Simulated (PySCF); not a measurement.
## SMILES C=C(C)/C(C)=C/N(C)C, C8H15N

Geometry:
```tsv
atom	x (Å)	y (Å)	z (Å)
C1	3.382	-0.839	0.226
C2	2.295	-0.142	-0.159
C3	2.471	1.220	-0.774
C4	0.934	-0.672	0.017
C5	0.765	-2.082	0.500
C6	-0.143	0.100	-0.277
N7	-1.478	-0.226	-0.065
C8	-2.434	0.550	-0.811
C9	-1.923	-0.545	1.273
H10	4.386	-0.431	0.087
H11	3.313	-1.823	0.693
H12	3.537	1.457	-0.894
H13	1.997	1.279	-1.768
H14	2.018	2.009	-0.153
H15	-0.247	-2.447	0.275
H16	1.482	-2.747	-0.005
H17	0.938	-2.193	1.585
H18	0.017	1.078	-0.747
H19	-3.414	0.048	-0.800
H20	-2.577	1.573	-0.400
H21	-2.120	0.639	-1.860
H22	-1.146	-1.084	1.826
H23	-2.821	-1.183	1.238
H24	-2.178	0.368	1.852
```

Computed, not measured: PySCF 2.14.0, quadratic response CAM-B3LYP/def2-SVPD first hyperpolarisability, Taylor convention, gas phase. Geometry: PBE0-D3(BJ)/def2-SVP.

Give β for the processes computed.

In 10⁻³⁰ esu, Taylor convention; the vector part is βᵢ = ⅓ Σⱼ (βᵢⱼⱼ + βⱼᵢⱼ + βⱼⱼᵢ); β∥ is 3/5 of the vector part along the dipole, the dipole points from − to +:
```tsv
process	λ (nm)	β vector norm	β∥	β HRS	depolarisation ratio
static β(0;0,0)	∞	5.07	2.31	2.35	3.69
second harmonic β(−2ω;ω,ω)	1907	5.70	2.65	2.63	3.76
Pockels β(−ω;ω,0)	1907	5.27	2.42	–	–
second harmonic β(−2ω;ω,ω)	1064	7.64	3.70	3.48	3.93
Pockels β(−ω;ω,0)	1064	5.75	2.68	–	–
```

Which lowest excitations, dipole and polarisabilities go with it?

S1 4.65 eV (f = 0.502); S2 5.29 eV (f = 0.032); S3 6.00 eV (f = 0.017); dipole 1.72 D; isotropic α 117.4 au static, 118.0 au at 1907 nm, 119.4 au at 1064 nm, 119.9 au at 953.5 nm, 126.6 au at 532 nm.
